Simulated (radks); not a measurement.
Results of a calculation; reference values are marked as such.
Question: Valence configurations of Ti I (all share [Ar]). Code: a radial shooting solver on a logarithmic mesh with Libxc functionals. Model: scalar-relativistic Kohn-Sham, r2SCAN, spin-unpolarised, spherical densities, finite nucleus; meta-GGA in the generalised Kohn-Sham scheme; Fermi nuclear charge, rms radius 3.5921 fm. Order these by energy: 3d4; 3d3 4s1; 4s2 4p2; 3d1 4s1.5 4p1.5; 3d2 4s1 4p1; 3d2 4s2; 3d0.5 4s1.5 4p2; 3d1.5 4s0.5 4p2; 3d1.5 4s1.5 4p1; 3d2.5 4s1.5.

Answer: From the lowest, in eV above it: 3d2 4s2 0.000; 3d2.5 4s1.5 0.511; 3d3 4s1 1.377; 3d2 4s1 4p1 3.252; 3d1.5 4s1.5 4p1 3.564; 3d4 3.568; 3d1 4s1.5 4p1.5 6.469; 3d1.5 4s0.5 4p2 7.099; 3d0.5 4s1.5 4p2 10.482; 4s2 4p2 13.467. NIST lists [Ar] 3d2 4s2 as the ground configuration; this level of theory agrees among the configurations tried. The energies are those of spherical spin-averaged densities, not of single terms.
